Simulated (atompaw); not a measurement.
# LDA (PW92) PAW (atompaw) dataset for Si, scalar-relativistic all-electron reference.

atompaw 4.2.0.5 input, output lines left out:

```
Si 14
LDA-PW scalarrelativistic loggrid 1500 logderivrange -3 5 201
3 3 0 0 0 0
3 1 2
0 0 0
c
c
v
c
v
2
2.40 2.20 2.00 1.55
y
1.15
n
y
0.05
n
y
-0.2
y
0.3
n
custom polynom2 7 10 vanderbiltortho sinc
3 -0.5 troulliermartins
2.40
1.65
2.40
2.40
2.40
2.40
```

All-electron outer shells of the reference configuration (LDA (PW92), scalar-relativistic, ld1.x):

| shell | level (eV) | outermost node (bohr) | outermost maximum (bohr) |
| --- | --- | --- | --- |
| 2s | -138.74 | 0.15 | 0.45 |
| 2p | -95.61 | – | 0.39 |
| 3s | -10.88 | 0.72 | 1.77 |
| 3p | -4.16 | 0.72 | 2.14 |

Task: Does the generator finish with these settings?

Result: Yes, a potential is produced.

Task: Estimate the cutoffs (Ry, on a coarse ladder) from which the occupation-weighted sum of valence levels, in a spherical-Bessel basis at the reference potential, stays within 10 and 1 mRy of its value at 400 Ry.

Result: 10 Ry and 18 Ry.

Task: Does the potential have ghost states?

Result: No extra level below or beside the all-electron valence levels (s, p, d, f tested).

Task: Is the overlap operator S = 1 + Σ q|β⟩⟨β| positive definite (Bessel basis up to 400 Ry)?

Result: Yes: its lowest eigenvalue is 0.78 (s channel).
